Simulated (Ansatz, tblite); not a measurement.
Removing and adding an electron: Ge(vinyl)2(NMe2)2 (C₈H₁₈GeN₂). Total charge 0; singlet. Geometry: PBE-D4/def2-SVP. Ansatz, gas phase; energy differences of separate SCF runs; the oxidised species was run as a doublet alone; the reduced species was run as a doublet alone.

```xyz
29

Ge    0.480   -0.079    0.131
C     1.718    1.289    0.799
C     2.948    1.492    0.289
H     1.393    1.899    1.663
H     3.330    0.917   -0.573
H     3.638    2.249    0.703
C     1.302   -1.850    0.097
C     0.596   -2.972    0.332
H     2.378   -1.922   -0.144
H    -0.479   -2.923    0.581
H     1.054   -3.977    0.296
N    -0.015    0.382   -1.591
C    -0.101    1.759   -2.026
C    -0.769   -0.555   -2.395
H     0.248    1.865   -3.081
H     0.542    2.407   -1.398
H    -1.141    2.175   -1.990
H    -0.597   -1.594   -2.048
H    -1.875   -0.372   -2.374
H    -0.455   -0.504   -3.465
N    -1.052   -0.244    1.190
C    -0.894   -0.587    2.588
C    -2.176    0.628    0.923
H    -0.730    0.301    3.256
H    -0.035   -1.274    2.728
H    -1.801   -1.110    2.975
H    -2.237    0.858   -0.159
H    -3.136    0.139    1.216
H    -2.134    1.604    1.475
```

The xTB rows come from tblite. Single mean-field runs in def2-TZVP are fitted with def2-universal-jkfit. HOMO above LUMO, or a gap near zero within one spin, warns that the state may not be the lowest or that an electron is smeared out.

(1) Estimate orbital energies and vertical ionisation energies and electron affinities at: GFN1-xTB; GFN2-xTB; PBE-D4/def2-TZVP; BLYP-D4/def2-TZVP; PBE0-D4/def2-TZVP.

Answers

(1) 
```json
{"level": "GFN1-xTB", "−HOMO (eV)": "9.68", "vertical IE (eV)": "12.21", "−LUMO (eV)": "7.27", "vertical EA (eV)": "4.78", "HOMO–LUMO gap (eV)": "2.41", "IE − EA (eV)": "7.43", "remarks": "–"}
{"level": "GFN2-xTB", "−HOMO (eV)": "9.06", "vertical IE (eV)": "11.65", "−LUMO (eV)": "6.45", "vertical EA (eV)": "3.81", "HOMO–LUMO gap (eV)": "2.61", "IE − EA (eV)": "7.84", "remarks": "–"}
{"level": "PBE-D4/def2-TZVP", "−HOMO (eV)": "4.60", "vertical IE (eV)": "7.05", "−LUMO (eV)": "1.71", "vertical EA (eV)": "-0.44", "HOMO–LUMO gap (eV)": "2.89", "IE − EA (eV)": "7.49", "remarks": "HOMO above zero (-1 doublet), gap within one spin near zero (+1 doublet)"}
{"level": "BLYP-D4/def2-TZVP", "−HOMO (eV)": "4.50", "vertical IE (eV)": "7.00", "−LUMO (eV)": "1.55", "vertical EA (eV)": "-0.55", "HOMO–LUMO gap (eV)": "2.95", "IE − EA (eV)": "7.55", "remarks": "HOMO above zero (-1 doublet), gap within one spin near zero (+1 doublet)"}
{"level": "PBE0-D4/def2-TZVP", "−HOMO (eV)": "5.89", "vertical IE (eV)": "7.43", "−LUMO (eV)": "0.73", "vertical EA (eV)": "-0.68", "HOMO–LUMO gap (eV)": "5.16", "IE − EA (eV)": "8.11", "remarks": "HOMO above zero (-1 doublet)"}
```

Relaxing the reduced species (PBE-D4/def2-SVP) changes its energy by -0.21 eV at PBE-D4/def2-TZVP, so the adiabatic electron affinity to this nearest minimum is -0.24 eV. At PBE0-D4/def2-TZVP it is -0.53 eV. The highest occupied level of the relaxed charge -1 doublet lies above zero (up to 2.11 eV). By energy differences, losing it releases 0.24 eV (each at its own geometry, to the charge 0 singlet, at PBE-D4/def2-TZVP).     A HOMO above zero means that the electron is unbound at that level or that self-interaction error raises the level; the energy of removing that electron tells which. Raw xTB energy differences between charge states are shifted by several eV; the methods need an empirical correction for them. Sets without diffuse functions give affinities that are too small. A negative affinity means that the extra electron isn't bound; its size then hangs on the basis.
